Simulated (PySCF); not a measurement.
C4H6. Atoms are numbered in the order given.

```xyz
10

C      0.0000     0.6719    -0.8142
C      0.0000    -0.6719    -0.8142
C      0.0000    -0.7848     0.6995
C      0.0000     0.7848     0.6995
H      0.0000     1.4247    -1.6076
H      0.0000    -1.4247    -1.6076
H      0.8948    -1.2492     1.1479
H     -0.8948    -1.2492     1.1479
H     -0.8948     1.2492     1.1479
H      0.8948     1.2492     1.1479
```

Coordinates come from a B3LYP-D3(BJ)/def2-SVP optimisation.

Calculation: PySCF with r2SCAN/def2-TZVP.

Symmetry labels are those of the subgroup C2v that the program uses (full group C2v).

Computed valence orbital energies around the gap with their symmetry:
```json
[
 {"orbital": "HOMO−7", "symmetry": "B2", "energy (eV)": "-13.10"},
 {"orbital": "HOMO−6", "symmetry": "A1", "energy (eV)": "-12.67"},
 {"orbital": "HOMO−5", "symmetry": "B1", "energy (eV)": "-11.57"},
 {"orbital": "HOMO−4", "symmetry": "A1", "energy (eV)": "-9.55"},
 {"orbital": "HOMO−3", "symmetry": "A2", "energy (eV)": "-8.94"},
 {"orbital": "HOMO−2", "symmetry": "A1", "energy (eV)": "-8.13"},
 {"orbital": "HOMO−1", "symmetry": "B2", "energy (eV)": "-7.83"},
 {"orbital": "HOMO", "symmetry": "B1", "energy (eV)": "-6.20"},
 {"orbital": "LUMO", "symmetry": "A2", "energy (eV)": "-0.38"},
 {"orbital": "LUMO+1", "symmetry": "A1", "energy (eV)": "1.68"},
 {"orbital": "LUMO+2", "symmetry": "B2", "energy (eV)": "2.28"},
 {"orbital": "LUMO+3", "symmetry": "A1", "energy (eV)": "2.43"}
]
```
